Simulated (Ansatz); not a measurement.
`ClB(Cl)[SeH]` + `C[SiH]1C=C1` → `CB(Cl)[SeH]` + `Cl[SiH]1C=C1`  (redistribution)

Calculated with Ansatz (gas phase, PBE0-D4/def2-TZVP geometries, no zero-point term in ΔE). CBS: MP2 limit from def2 TZ/QZ plus the TZ coupled-cluster correction, frozen cores. For Se outer-core shells are correlated without core-valence functions, which leaves a few kJ/mol of doubt a bond. Scalar relativity is left out up to krypton. Each species was taken in one conformer, which may not be the lowest.

`ClB(Cl)[SeH]`:

```xyz
5

Cl   -0.875   -0.802    1.394
B    -0.515    0.015   -0.103
Cl   -1.814    0.480   -1.172
Se    1.282    0.443   -0.654
H     1.922   -0.136    0.534
```

`C[SiH]1C=C1`:

Z-matrix (Å, degrees):
```
C
Si 1 1.863
H 1 1.091 2 110.7
H 1 1.093 2 110.6 3 -120.4
H 1 1.093 2 110.7 3 120.4
C 2 1.807 1 123.4 3 -25.4
C 2 1.807 1 123.4 3 27.1
H 2 1.486 1 111.1 3 -179.2
H 6 1.084 2 156.7 1 -74.8
H 7 1.084 2 156.7 1 74.7
```

`CB(Cl)[SeH]`:

Cartesian coordinates in Å:
```
C -0.489 0.076 0.791
B 0.202 0.456 -0.550
Cl 0.106 2.114 -1.138
Se 1.197 -0.752 -1.681
H -0.078 0.689 1.600
H -1.555 0.323 0.739
H -0.388 -0.974 1.066
H 1.006 -1.932 -0.826
```

`Cl[SiH]1C=C1`:

Cartesian coordinates in Å:
```
Cl 0.901 0.383 -2.404
Si -0.034 0.634 -0.599
C -0.613 -0.749 0.375
C 0.507 -0.211 0.880
H -0.664 1.965 -0.620
H -1.246 -1.586 0.643
H 1.149 -0.435 1.724
```

```tsv
species	CCSD(T)/def2-TZVPP energy (Eh)
`ClB(Cl)[SeH]`	-3345.07023
`C[SiH]1C=C1`	-406.69968
`CB(Cl)[SeH]`	-2925.15111
`Cl[SiH]1C=C1`	-826.63118
```

(1) Work out ΔE.

Largest T1 diagnostic among the species: 0.012.

## Answers

(1) ΔE = (-2925.15111) + (-826.63118) − (-3345.07023) − (-406.69968) = -0.01238 Eh = -32.5 kJ/mol. CCSD(T)/CBS gives -35.4 kJ/mol.

Leaving LDA and LC-ωPBE aside and taking each functional with its dispersion term where it has one, the values, not all of them listed here, spread over 10.6 kJ/mol, from BHLYP-D4 to revPBE-D4. From PBE to PBE0 (25 % exact exchange), in def2-TZVPP and without D4, ΔE moves by −4.0 kJ/mol. At CCSD(T), def2-SVP lies +15.1 kJ/mol from the extrapolated value and def2-TZVPP +2.9 kJ/mol.
